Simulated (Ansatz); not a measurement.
HCu (SMILES [CuH]), singlet, geometry from GFN2-xTB (such geometries of metal compounds can be far from the true shape); CAM-B3LYP/cc-pVDZ (Ansatz, a program for electronic structure).

Ansatz was given this input:
Ansatz 0.2 input:
```yaml
crystal:
  periodic: [false, false, false]
  atoms:
    - {symbol: Cu, position_ang: [-0.00000000, -0.00000000, -0.04747396]}
    - {symbol: H, position_ang: [0.00000000, 0.00000000, 1.37674489]}
basis:
  gaussian:
    orbitals: cc-pVDZ
hamiltonian:
  xc: cam_b3lyp
```

**Question.** Write the output that Ansatz gives for this input, abridged.

**Answer.** 
```
Functional definition: CAM-B3LYP
508 factors; integrals over basis functions are off by at most 9.1e-4 eV
101 factors; integrals over basis functions are off by at most 7.2e-5 eV
mean field evaluation 1: about -44656.7001 eV, gradient 5.9e1 eV
mean field evaluation 2: about -44623.2971 eV, gradient 2.2e2 eV
mean field evaluation 4: about -44660.0012 eV, gradient 3.1e0 eV
mean field evaluation 8: about -44660.0114 eV, gradient 9.8e-2 eV
mean field evaluation 16: about -44660.0115 eV, gradient 9.0e-6 eV
mean field -44660.01150823 eV, -1641.2251512843 hartree, gradient 9.0e-6 eV, S^2 0.000000; 0 other end points of the search recorded, 0 dependent functions left out
reference -44660.01160015 eV, -1641.2251546622 hartree; 15, 15 occupied and 33, 33 virtual orbitals, 508 factors
Total energy: -44660.01160015 eV, -1641.2251546622 hartree
```
